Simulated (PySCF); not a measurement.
Mapped SMILES: `[N:1]#[C:2][C@@H:3]1[SiH2:4][CH:5]=[CH:6][SiH2:7][C@H:8]1[F:9]`. Hydrogens are named by the atom that carries them. Ha(Si4), Ha(Si7) are cis to C2 on the ring; Hb(Si4), Hb(Si7) are trans to C2 on the ring.

Method: GFN2-xTB geometry, shieldings: GIAO PBE0/pcSseg-1, in PySCF 2.14.0 with density-fitted response routines (single conformer, non-relativistic, gas phase).

Shifts are taken against calculated references (same method and geometry level): 13C against TMS.

Task: Do the 13C shifts follow the atomic charges (in e)? Tabulate both.

Result: 
```
atoms  hybridisation  δ (ppm)  σ para (ppm)  Hirshfeld    IAO  Mulliken  ESP-fitted
   C6            sp2    152.7          -225      -0.12  -0.39     -0.40       -0.24
   C5            sp2    151.0          -223      -0.12  -0.40     -0.40       -0.29
   C2             sp    122.7          -197      +0.08  +0.13     +0.11       +0.33
   C8            sp3     86.6          -147      -0.02  -0.08     -0.03       +0.01
   C3            sp3     16.1           -84      -0.10  -0.43     -0.56       -0.24
```

Correlation coefficients of δ with charge over these carbons: Hirshfeld -0.04, IAO +0.09, Mulliken +0.24, ESP-fitted +0.05; with the paramagnetic shielding -1.00. With so few points, grouped by hybridisation, these coefficients are fragile. Charge is one influence among several: hybridisation and low-lying excitations act through the paramagnetic term.

Shifts are as computed. Against solution values, carbons near 30 ppm lie about +3 ppm off and those near 130 ppm about +5 ppm. Of 1309 compounds with measured shifts, 239 miss one by over three times the rms of a fit or turn the order of signals round; such compounds aren't used in these exercises.
